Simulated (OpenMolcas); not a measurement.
## Ru3+: ligand-field states by method

Ru3+ with 6 ligands (fluoride) in octahedral coordination (Oh) at 1.94 Å. A charge of +0.5 e stands 3.2 Å behind each ligand. Ligand basis ANO-RCC-VDZP.

| Item | Value |
| --- | --- |
| Program | OpenMolcas 26.06 |
| Basis | ANO-RCC-VTZP [7s6p4d2f1g] |
| Scalar Hamiltonian | DKH2, point nucleus |
| Active space | 5 electrons in 5 orbitals (4d) |
| State averaging | 2S+1 = 6 even, 1 root; 2S+1 = 4 even, 24 roots; 2S+1 = 2 even, 75 roots |
| Spin-orbit coupling | RASSI with atomic mean-field integrals over the reference wave functions |

I. CASSCF
II. SS-CASPT2, IPEA 0.25 Eh, imaginary shift 0.1 Eh (closed shells correlated: 4s 4p and the ligand valence shells)
III. SS-CASPT2, IPEA 0 Eh, imaginary shift 0.1 Eh (closed shells correlated: 4s 4p and the ligand valence shells)

Spin-free states (labels of O, the rotations of Oh) in cm-1, each column counted from its own energy of the first state listed:

```tsv
State	Degeneracy	I	II	III
2T2	3	0	0	0
6A1	1	7294	17500	13900
4T1	3	9686	13400	11310
4T2	3	15525	17550	15360
2T1	3	20987	21570	19350
2A2	1	21147	20850	17260
2T2	3	23383	23510	21130
2E	2	25204	24360	21130
2T1	3	30556	28640	26150
4A1	1	31437	35660	31310
4E	2	31842	35590	31430
2T2	3	32835	30110	27370
4T2	3	34675	37450	33450
2A1	1	35151	31430	27240
4E	2	37446	39290	34990
2E	2	39249	37800	33520
2A1	1	42825	43660	39010
2T2	3	44327	45000	40310
4T1	3	45457	46790	42610
4A2	1	47463	46640	42350
```

From I to II, I's first state of the same spin (2T1) moves from 20987 to 21570 cm-1, by about +590 cm-1. In II another state of that kind comes below it.

From I to II, I's first state of another spin (6A1) moves from 7294 to 17500 cm-1, by about +10000 cm-1. In II another state of that kind comes below it.

I: A least-squares ligand-field fit to the states below 45000 cm-1, each weighted by its degeneracy and with a free common offset, gives 10Dq = 24917 cm-1, B = 794 cm-1 and C = 3249 cm-1 (C/B = 4.09), with an rms deviation of 208 cm-1. The same method and metal basis give the free ion B = 912 cm-1 (fit to its terms below 60000 cm-1, rms deviation 26 cm-1), so the nephelauxetic ratio is β = 794 / 912 = 0.87; it hangs on how both fits weigh the states, and computed free-ion B values tend to be too large, so β mixes covalency with correlation.

II: A least-squares ligand-field fit to the states below 45000 cm-1, each weighted by its degeneracy and with a free common offset, gives 10Dq = 24658 cm-1, B = 558 cm-1 and C = 2456 cm-1 (C/B = 4.40), with an rms deviation of 305 cm-1. The same method and metal basis give the free ion B = 705 cm-1 (fit to its terms below 60000 cm-1, rms deviation 493 cm-1), so the nephelauxetic ratio is β = 558 / 705 = 0.79; it hangs on how both fits weigh the states, and computed free-ion B values tend to be too large, so β mixes covalency with correlation.

III: A least-squares ligand-field fit to the states below 45000 cm-1, each weighted by its degeneracy and with a free common offset, gives 10Dq = 22589 cm-1, B = 543 cm-1 and C = 2318 cm-1 (C/B = 4.27), with an rms deviation of 631 cm-1. The same method and metal basis give the free ion B = 691 cm-1 (fit to its terms below 60000 cm-1, rms deviation 568 cm-1), so the nephelauxetic ratio is β = 543 / 691 = 0.79; it hangs on how both fits weigh the states, and computed free-ion B values tend to be too large, so β mixes covalency with correlation.

From I to II, 10Dq changes by -1 %, B by -30 % and C by -24 %.

χT at 300 K: I 0.63, II 0.63, III 0.63 cm3 K/mol.

Roots that are degenerate in the reference are averaged as groups; the widest CASPT2 spread within a group is 560 cm-1 (the 3-fold group of multiplicity 2 near 49600 cm-1 above the lowest state of its run, II). Shifts and gaps below about the spread of the groups concerned are not significant. Over all roots computed the reference weight is 0.69 to 0.71 in II, 0.68 to 0.70 in III; a low but even weight reflects the number of correlated electrons. An orbital triplet at a regular site is open to Jahn-Teller coupling, which can distort the site and quench the lowest spin-orbit gaps and is left out. The least metal-like active orbital is 81 % on the metal (Löwdin) and no ligand orbital is active, so the numbers are rough. Ligand-to-metal charge-transfer states are missing. With no ligand orbital active B as a rule stays too high, so bands that hang on it stand too high and its fall with covalency is understated. Without dynamic correlation the repulsion within the d shell is too large (B by tens of per cent), so at a given field states of lower spin stand too high (holds for I). This shell can be high or low spin here, a state of another spin lies low, and with metal d orbitals alone active their balance is uncertain, so the ground spin may be wrong, although the usual error favours high spin (holds for I; III). With metal d orbitals alone the field can be off either way by tens of per cent (holds for I). With one d shell and no ligand orbital active, 10Dq can be off by a tenth or more (holds for II; III). The distance lies 3 % under the 1.99 Å that this model takes as the normal distance (a Shannon-type radius plus a fixed donor radius); by an R⁻⁵ law this alone changes a d-shell field by about +14 %. No measured value stands beside these numbers; the geometry is a model, was not optimised and need not be the one that this ion takes.
